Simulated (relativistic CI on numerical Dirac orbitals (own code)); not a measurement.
**Slater and spin-orbit integrals, Hg70+**

Calculated at this level of theory: Dirac-Coulomb-Breit CI, orbitals from a KLI potential per configuration, a model potential for QED, unscaled Slater integrals (own radial code, finite nucleus).

Slater integrals F^k, G^k are unscaled and averaged over j, outside the closed core 1s2; ζ comes from projecting the Hamiltonian with its Breit term on Σ l·s of the shell.

- 2s²2p⁵3s: ζ(2p) = 1.0712e+07, G^1(2p,3s) = 166240 cm⁻¹; <r>(2p) = 0.06118, <r^2>(2p) = 0.004589, <r>(3s) = 0.1632, <r^2>(3s) = 0.03052 (bohr units).
- 2s²2p⁵3p: ζ(2p) = 1.0711e+07, F^2(2p,3p) = 433200, G^0(2p,3p) = 176140, G^2(2p,3p) = 190210, ζ(3p) = 2.9778e+06 cm⁻¹; <r>(2p) = 0.06121, <r^2>(2p) = 0.004593, <r>(3p) = 0.1603, <r^2>(3p) = 0.02985 (bohr units).
- 2s²2p⁵3d: ζ(2p) = 1.0719e+07, F^2(2p,3d) = 555830, G^1(2p,3d) = 522750, G^3(2p,3d) = 302140, ζ(3d) = 411640 cm⁻¹; <r>(2p) = 0.06121, <r^2>(2p) = 0.004593, <r>(3d) = 0.1416, <r^2>(3d) = 0.02308 (bohr units).

Averages of the first 10 configurations, taken without configuration mixing, which lowers the lowest level and can move excited configurations by several eV; other configurations of the list can lie among them:

| Configuration | Parity | States | Average energy above the lowest level (eV) |
| --- | --- | --- | --- |
| 2s²2p⁶ | even | 1 | 0.9 |
| 2s²2p⁵3s | odd | 12 | 10409.1 |
| 2s²2p⁵3p | even | 36 | 10947.7 |
| 2s²2p⁵3d | odd | 60 | 11392.7 |
| 2s2p⁶3s | even | 4 | 12294.0 |
| 2s2p⁶3p | odd | 12 | 12825.9 |
| 2s2p⁶3d | even | 20 | 13270.8 |
| 2s²2p⁵4s | odd | 12 | 14423.6 |
| 2s²2p⁵4p | even | 36 | 14644.9 |
| 2s²2p⁵4d | odd | 60 | 14823.7 |
